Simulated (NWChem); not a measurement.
System: CH$_{3}$BClI; SMILES CB(Cl)I

The following NWChem deck was run.

```
start job
memory heap 200 mb stack 900 mb global 1100 mb
geometry units angstroms
  B      0.228744     0.784188    -0.910701
  Cl     1.901536     0.960110    -1.177057
  I     -0.444813    -0.524995     0.621004
  C     -0.835250     1.564877    -1.768962
  H     -1.475471     2.184887    -1.133237
  H     -1.510016     0.879119    -2.276395
  H     -0.394880     2.213220    -2.523309
end
basis spherical
  * library def2-svp
end
ecp
  I library def2-ecp
end
dft
  xc pbe0
  iterations 150
end
driver
  maxiter 120
end
task dft optimize
dft
  grid fine
  convergence energy 1d-8 density 1d-7
end
task dft freq numerical
```

Excerpt of the output:

```
             Northwest Computational Chemistry Package (NWChem) 7.3.0
             --------------------------------------------------------

 C1  symmetry detected

                             Geometry "geometry" -> ""
                             -------------------------

 Output coordinates in angstroms (scale by  1.889725989 to convert to a.u.)

  No.       Tag          Charge          X              Y              Z
 ---- ---------------- ---------- -------------- -------------- --------------
    1 B                    5.0000    -0.40929862     1.01384489     0.00000419
    2 Cl                  17.0000     0.81951890     2.19288460     0.00003042
    3 I                   53.0000     0.12686601    -1.04194859    -0.00003793
    4 C                    6.0000    -1.93437547     1.40411492    -0.00061196
    5 H                    1.0000    -2.44922056     0.98124158     0.86803888
    6 H                    1.0000    -2.44496421     0.99125170    -0.86773626
    7 H                    1.0000    -2.10878924     2.47782991     0.00484149

 Effective nuclear repulsion energy (a.u.)     362.6344037443

                                Z-matrix (autoz)
                                --------

 Units are Angstrom for bonds and degrees for angles

[...]

      ----------------------
      Optimization converged
      ----------------------

  Step       Energy      Delta E   Gmax     Grms     Xrms     Xmax
  ---- ---------------- -------- -------- -------- -------- --------
@    4    -822.32711090 -2.3D-07  0.00007  0.00003  0.00026  0.00056
                                     ok       ok       ok       ok

                                Z-matrix (autoz)
                                --------

 Units are Angstrom for bonds and degrees for angles

[...]

 Rotational Constants
 --------------------
 A=   0.184257 cm-1  (  0.265098 K)
 B=   0.047639 cm-1  (  0.068540 K)
 C=   0.038119 cm-1  (  0.054843 K)

 Temperature                      =   298.15K
 frequency scaling parameter      =   1.0000

 Zero-Point correction to Energy  =   26.314 kcal/mol  (  0.041935 au)
 Thermal correction to Energy     =   29.302 kcal/mol  (  0.046696 au)
 Thermal correction to Enthalpy   =   29.894 kcal/mol  (  0.047640 au)

 Total Entropy                    =   76.046 cal/mol-K
   - Translational                =   41.580 cal/mol-K (mol. weight = 187.9020)
   - Rotational                   =   27.956 cal/mol-K (symmetry #  =        1)
   - Vibrational                  =    6.510 cal/mol-K

 Cv (constant volume heat capacity) =   14.882 cal/mol-K
   - Translational                  =    2.979 cal/mol-K
   - Rotational                     =    2.979 cal/mol-K
   - Vibrational                    =    8.923 cal/mol-K

[normal modes left out]

 ----------------------------------------------------------------------------
 Normal Eigenvalue ||           Projected Infra Red Intensities
  Mode   [cm**-1]  || [atomic units] [(debye/angs)**2] [(KM/mol)] [arbitrary]
 ------ ---------- || -------------- ----------------- ---------- -----------
    1      -52.143 ||    0.001052           0.024         1.026       0.344
    2        0.000 ||    0.000040           0.001         0.039       0.013
    3        0.000 ||    0.000075           0.002         0.073       0.025
    4        0.000 ||    0.000054           0.001         0.052       0.018
    5        0.000 ||    0.000006           0.000         0.006       0.002
    6        0.000 ||    0.000151           0.003         0.147       0.049
    7        0.000 ||    0.000772           0.018         0.753       0.252
    8      197.791 ||    0.000280           0.006         0.273       0.092
    9      243.514 ||    0.000026           0.001         0.025       0.008
   10      366.724 ||    0.000065           0.001         0.063       0.021
   11      445.821 ||    0.018026           0.416        17.573       5.889
   12      736.694 ||    0.106305           2.453       103.631      34.728
   13      819.364 ||    0.010811           0.249        10.539       3.532
   14      985.775 ||    0.283529           6.541       276.398      92.623
   15     1089.853 ||    0.103605           2.390       100.999      33.846
   16     1317.610 ||    0.097228           2.243        94.783      31.762
   17     1418.206 ||    0.001267           0.029         1.235       0.414
   18     1421.591 ||    0.011598           0.268        11.306       3.789
   19     3055.250 ||    0.001350           0.031         1.316       0.441
   20     3139.606 ||    0.000055           0.001         0.053       0.018
   21     3178.112 ||    0.006538           0.151         6.373       2.136
 ----------------------------------------------------------------------------

 ===============================================================================
      Negative Nuclear Hessian Mode    1  Eigenvalue =    -52.14 cm**(-1)
 -------------------------------------------------------------------------------
   Raw step length:  0.520 angstroms ;  The Raw step for this mode is:
    1 B                    5.0000     0.00002520     0.00006591    -0.01740077
    2 Cl                  17.0000     0.00007481    -0.00000386     0.01065412
    3 I                   53.0000    -0.00001707     0.00001961    -0.00156820
    4 C                    6.0000    -0.00002770    -0.00012214    -0.00689517
    5 H                    1.0000     0.11075010     0.23792382     0.18014636
    6 H                    1.0000    -0.11101400    -0.24035692     0.17796796
    7 H                    1.0000    -0.00012760     0.00083188    -0.25814161

  Geometry after  100.0% step for mode  1; Step length =  0.520 angstroms
   Maximum component (any atom: x,y, or z) displacement:  0.488
    1 B                    5.0000    -0.43502135     1.01470976    -0.01679364
    2 Cl                  17.0000     0.84029895     2.21096910     0.01077184
    3 I                   53.0000     0.12494491    -1.05431816    -0.00188531
    4 C                    6.0000    -1.94186592     1.40879485    -0.00567636
    5 H                    1.0000    -2.33440474     1.20556234     1.05797555
    6 H                    1.0000    -2.55409359     0.73481254    -0.70243160
    7 H                    1.0000    -2.10045770     2.49704689    -0.25266899

  Geometry after -100.0% step for mode  1; Step length =  0.520 angstroms
   Maximum component (any atom: x,y, or z) displacement:  0.488
    1 B                    5.0000    -0.43507176     1.01457793     0.01800790
    2 Cl                  17.0000     0.84014934     2.21097682    -0.01053639
    3 I                   53.0000     0.12497905    -1.05435739     0.00125109
    4 C                    6.0000    -1.94181053     1.40903914     0.00811397
    5 H                    1.0000    -2.55590495     0.72971470     0.69768284
    6 H                    1.0000    -2.33206560     1.21552639    -1.05836751
    7 H                    1.0000    -2.10020250     2.49538313     0.26361423

  Geometry after   50.0% step for mode  1; Step length =  0.260 angstroms
   Maximum component (any atom: x,y, or z) displacement:  0.244
    1 B                    5.0000    -0.43503395     1.01467680    -0.00809325
    2 Cl                  17.0000     0.84026155     2.21097103     0.00544479
    3 I                   53.0000     0.12495344    -1.05432797    -0.00110121
    4 C                    6.0000    -1.94185207     1.40885592    -0.00222878
    5 H                    1.0000    -2.38977979     1.08660043     0.96790237
    6 H                    1.0000    -2.49858659     0.85499100    -0.79141558
    7 H                    1.0000    -2.10039390     2.49663095    -0.12359818

  Geometry after  -50.0% step for mode  1; Step length =  0.260 angstroms
   Maximum component (any atom: x,y, or z) displacement:  0.244
    1 B                    5.0000    -0.43505915     1.01461089     0.00930752
    2 Cl                  17.0000     0.84018674     2.21097489    -0.00520933
    3 I                   53.0000     0.12497051    -1.05434758     0.00046699
    4 C                    6.0000    -1.94182438     1.40897807     0.00466639
    5 H                    1.0000    -2.50052989     0.84867661     0.78775602
    6 H                    1.0000    -2.38757260     1.09534793    -0.96938353
    7 H                    1.0000    -2.10026630     2.49579907     0.13454343

  Geometry after   41.0% step for mode  1; Step length =  0.213 angstroms
   Maximum component (any atom: x,y, or z) displacement:  0.200
    1 B                    5.0000    -0.43503622     1.01467087    -0.00652701
    2 Cl                  17.0000     0.84025482     2.21097138     0.00448581
    3 I                   53.0000     0.12495498    -1.05432974    -0.00096006
    4 C                    6.0000    -1.94184958     1.40886692    -0.00160814
    5 H                    1.0000    -2.39974842     1.06518488     0.95168738
    6 H                    1.0000    -2.48859421     0.87662556    -0.80743449
    7 H                    1.0000    -2.10038242     2.49655607    -0.10036283

  Geometry after  -41.0% step for mode  1; Step length =  0.213 angstroms
   Maximum component (any atom: x,y, or z) displacement:  0.200
    1 B                    5.0000    -0.43505689     1.01461682     0.00774127
    2 Cl                  17.0000     0.84019348     2.21097454    -0.00425035
    3 I                   53.0000     0.12496898    -1.05434582     0.00032583
    4 C                    6.0000    -1.94182687     1.40896707     0.00404575
    5 H                    1.0000    -2.49056126     0.87009216     0.80397101
    6 H                    1.0000    -2.39756498     1.07371337    -0.95336462
    7 H                    1.0000    -2.10027779     2.49587395     0.11130807

  Geometry after   20.5% step for mode  1; Step length =  0.107 angstroms
   Maximum component (any atom: x,y, or z) displacement:  0.100
    1 B                    5.0000    -0.43504139     1.01465736    -0.00295994
    2 Cl                  17.0000     0.84023948     2.21097217     0.00230177
    3 I                   53.0000     0.12495848    -1.05433376    -0.00063858
    4 C                    6.0000    -1.94184390     1.40889196    -0.00019467
    5 H                    1.0000    -2.42245163     1.01641170     0.91475829
    6 H                    1.0000    -2.46583690     0.92589751    -0.84391702
    7 H                    1.0000    -2.10035626     2.49638554    -0.04744510

  Geometry after  -20.5% step for mode  1; Step length =  0.107 angstroms
   Maximum component (any atom: x,y, or z) displacement:  0.100
    1 B                    5.0000    -0.43505172     1.01463033     0.00417420
    2 Cl                  17.0000     0.84020881     2.21097375    -0.00206631
    3 I                   53.0000     0.12496548    -1.05434180     0.00000436
    4 C                    6.0000    -1.94183255     1.40894203     0.00263228
    5 H                    1.0000    -2.46785805     0.91886534     0.84090010
    6 H                    1.0000    -2.42032229     1.02444142    -0.91688209
    7 H                    1.0000    -2.10030395     2.49604448     0.05839035
```

Level: PBE0/def2-SVP with def2 effective core potentials on I. def2 effective core potentials on I; no spin-orbit coupling. The optimisation ended at a saddle point (imaginary frequency).
